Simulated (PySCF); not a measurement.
## Working out the electron affinity of Pt

Pt⁻ [Xe] 4f14 5d9 6s2 (2D) → Pt [Xe] 4f14 5d9 6s1 (3D). Calculation: PySCF 2.14, in def2-TZVPPD with the def2 core potential (60 electrons) (6s5p3d2f1g, 59 functions); a scalar-relativistic core potential. Frozen: 5s2 5p6. Energies in hartree (1 hartree = 27.21139 eV):

```json
{"part": "UHF", "Pt⁻ (lower)": "-118.408205", "Pt (upper)": "-118.399841"}
{"part": "CCSD correlation", "Pt⁻ (lower)": "-0.335554", "Pt (upper)": "-0.286802"}
{"part": "(T)", "Pt⁻ (lower)": "-0.016915", "Pt (upper)": "-0.011726"}
```

Question: What does Hartree-Fock give?

Answer: (-118.399841) − (-118.408205) = 0.008364 hartree = 0.228 eV.

Question: What do CCSD and CCSD(T) give?

Answer: The CCSD correlation energies differ by 0.048752 hartree = 1.327 eV and the triples by 0.005189 hartree = 0.141 eV, so CCSD gives 1.555 eV and CCSD(T) 1.696 eV.

Reference: 2.125 eV (measured; photodetachment measurements, as compiled on the Wikipedia data page of electron affinities), between the lowest levels; spin-orbit coupling is absent from the calculation.

What remains against the reference includes basis incompleteness, the frozen core and higher excitations.
